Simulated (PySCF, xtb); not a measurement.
CH3, SMILES [CH3+], charge +1.

GFN2-xTB (xtb) at its own geometry gives an orbital gap of 2.24 eV.

Geometry optimised at ωB97X-D3(BJ)/def2-TZVPD.

Q: What does PBE/def2-TZVPD (PySCF) give? (An estimate is asked for; the answer gives what the named calculation found.)

A: gap 5.49 eV (levels -19.98 and -14.48 eV).
